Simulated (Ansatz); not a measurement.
Compare A (`C[SiH](I)CF`) with its isomer B (`FC[SiH2]CI`).

Isolated molecules relaxed with PBE0-D4/def2-TZVP in Ansatz; ΔE leaves out vibrations. CCSD(T)/CBS adds triple-zeta CCSD(T) − MP2 to the extrapolated MP2 energy (def2 sets, frozen cores). DFT in def2-TZVPP. B3LYP here is the variant with VWN-RPA as its local correlation; programs differ in this. Elements past krypton have def2 core potentials. For I outer-core shells are correlated without core-valence functions, which leaves a few kJ/mol of doubt a bond. One conformer a species, not always the lowest.

Problem. Which is lower in electronic energy at CCSD(T)/CBS, and by how much? (Best estimate.)

Solution. The calculation gave: A, by 141.6 kJ/mol.

Problem. Give E(B) − E(A) in kJ/mol with B3LYP-D4, CCSD/def2-TZVPP, r2SCAN-D4, B3LYP, CCSD(T)/def2-TZVPP, MP2/def2-TZVPP, ωB97M-V. (Estimate.)

Solution. Computed: B3LYP-D4 141.2, CCSD/def2-TZVPP 140.2, r2SCAN-D4 149.4, B3LYP 142.2, CCSD(T)/def2-TZVPP 138.3, MP2/def2-TZVPP 145.3, ωB97M-V 145.6. None reverses the order clearly.

Largest T1 diagnostic: 0.010.

In def2-TZVPP, CCSD(T) changes the Hartree–Fock value by −11.6 kJ/mol (the triples alone add −1.9 kJ/mol) and MP2 by −4.6 kJ/mol. From PBE to PBE0 (25 % exact exchange), in def2-TZVPP and without D4, E(B) − E(A) moves by +5.2 kJ/mol.
